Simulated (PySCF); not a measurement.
**As⁺ (arsenic, charge +1): UHF calculation**

Configuration: [Ar] 3d10 4s2 4p2, high-spin 3P determinant. Computed with PySCF 2.14 in cc-pVDZ-DK (5s4p2d, 27 functions), with scalar relativity by spin-free X2C-1e.

- Total energy: -2258.570557 hartree
- One-electron energy: -3134.0511 hartree
- Hartree (Coulomb) energy: 957.9657 hartree
- Exchange energy: -82.4851 hartree
- ⟨S²⟩: 2.0077
- ⟨L²⟩: 2.022
- Sum of ⟨r⟩: 21.65 bohr
- Sum of ⟨r²⟩: 30.48 bohr²
- Traceless quadrupole moment −½Σ⟨3z² − r²⟩ along its main axis: 2.52 e·bohr²
- Langevin diamagnetic susceptibility: -24.1 ×10⁻⁶ cm³/mol
- Time after the integrals: 0.07 s of wall time on 1 thread of Intel(R) Xeon(R) Platinum 8488C (shared host)

```csv
shell,electrons,mean orbital energy (hartree),spread (hartree),"rms radius, mean of both spins (bohr)"
1s α,1,-439.30620,0,0.0524
1s β,1,-439.29998,0,0.0524
2s α,1,-58.15751,0,0.219
2s β,1,-58.15433,0,0.219
2p α,3,-50.87346,0.00229,0.196
2p β,3,-50.86652,0.00595,0.196
3s α,1,-8.65756,0,0.639
3s β,1,-8.64506,0,0.639
3p α,3,-6.31779,0.00087,0.667
3p β,3,-6.30108,0.02095,0.667
3d α,5,-2.44323,0.01283,0.750
3d β,5,-2.43356,0.02178,0.750
4s α,1,-1.12097,0,2.06
4s β,1,-0.93305,0,2.06
4p α,2,-0.67744,0,2.51
```

Densities and radii are taken from the X2C orbitals without a picture-change correction, which distorts them close to the nucleus.
